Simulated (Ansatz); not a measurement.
Ansatz (an electronic-structure program) input (CCSD(T)/def2-SVPD):

Ansatz 0.2 input:
```yaml
crystal:
  periodic: [false, false, false]
  atoms:
    - {symbol: C, position_ang: [-1.26477731, -1.70813577, -0.96182717]}
    - {symbol: Sn, position_ang: [-0.12945319, -0.17501900, -0.09785452]}
    - {symbol: Cl, position_ang: [0.18265438, 1.56625612, -1.60700368]}
    - {symbol: Cl, position_ang: [-1.13532290, 0.73280217, 1.79597689]}
    - {symbol: Cl, position_ang: [1.96378098, -0.93343005, 0.57818276]}
    - {symbol: H, position_ang: [-1.29839443, -2.69110191, -0.51186522]}
    - {symbol: H, position_ang: [-1.82919419, -1.52481344, -1.86609671]}
basis:
  gaussian:
    orbitals: def2-SVPD
magnetization: {spin_polarized: true, initial_magnetization: 1}
correlation: {method: ccsd_t, electrons: outside_noble_gas}
output: {forces: true}
```

Output:

```
Functional definition: HF
integrals: 0.70 GiB planned
1521 factors; integrals over basis functions are off by at most 1.3e-3 eV
mean field: 1.60 GiB planned
mean field evaluation 1: about -44366.7733 eV, gradient 1.8e1 eV
mean field evaluation 2: about -44366.8738 eV, gradient 1.8e1 eV
mean field evaluation 4: about -44369.0351 eV, gradient 1.8e0 eV
mean field evaluation 8: about -44369.0819 eV, gradient 3.1e-1 eV
mean field evaluation 16: about -44366.7735 eV, gradient 1.8e1 eV
mean field -44369.08477778 eV, -1630.5337911376 hartree, gradient 5.0e-6 eV, S^2 0.765381; 0 other end points of the search recorded, 0 dependent functions left out
25 core orbitals not correlated
reference -44369.08477778 eV, -1630.5337911376 hartree; 16, 15 occupied and 108, 109 virtual orbitals, 1521 factors
densities: 4.02 GiB planned
second order -17.13338823 eV of doubles, -0.00000000 eV of singles
coupled cluster: 2.35 GiB planned
cycle   1  -18.17219616 eV  change    -1.0e0 eV  update   8.6e-2
cycle   2  -18.53228853 eV  change   -3.6e-1 eV  update   2.7e-2
cycle   3  -18.61256150 eV  change   -8.0e-2 eV  update   1.3e-2
cycle   4  -18.61161011 eV  change    9.5e-4 eV  update   4.2e-3
cycle   5  -18.61049742 eV  change    1.1e-3 eV  update   1.8e-3
cycle   6  -18.61113487 eV  change   -6.4e-4 eV  update   7.2e-4
cycle   7  -18.61149527 eV  change   -3.6e-4 eV  update   2.8e-4
cycle   8  -18.61156431 eV  change   -6.9e-5 eV  update   9.9e-5
cycle   9  -18.61155314 eV  change    1.1e-5 eV  update   4.1e-5
cycle  10  -18.61153718 eV  change    1.6e-5 eV  update   1.4e-5
cycle  11  -18.61153703 eV  change    1.5e-7 eV  update   6.1e-6
cycle  12  -18.61153950 eV  change   -2.5e-6 eV  update   2.4e-6
perturbative correction -0.55331145 eV, -0.0203338208 hartree
the calculation of the forces begins
Total energy: -44388.24962873 eV, -1631.2380864197 hartree
Atom 0 at    -1.264777    -1.708136    -0.961827 Å, force     0.117584     0.116470     0.074043 eV/Å
Atom 1 at    -0.129453    -0.175019    -0.097855 Å, force    -0.098203    -0.126015    -0.066583 eV/Å
Atom 2 at     0.182654     1.566256    -1.607004 Å, force     0.069828     0.398434    -0.344851 eV/Å
Atom 3 at    -1.135323     0.732802     1.795977 Å, force    -0.226590     0.200257     0.423460 eV/Å
Atom 4 at     1.963781    -0.933430     0.578183 Å, force     0.473534    -0.174293     0.155345 eV/Å
Atom 5 at    -1.298394    -2.691102    -0.511865 Å, force    -0.057188    -0.440992     0.156578 eV/Å
Atom 6 at    -1.829194    -1.524813    -1.866097 Å, force    -0.278965     0.026139    -0.397992 eV/Å
Dipole moment:    -0.342019    -0.462623    -0.261771 e Å
```

It need not be the lowest isomer of its formula.
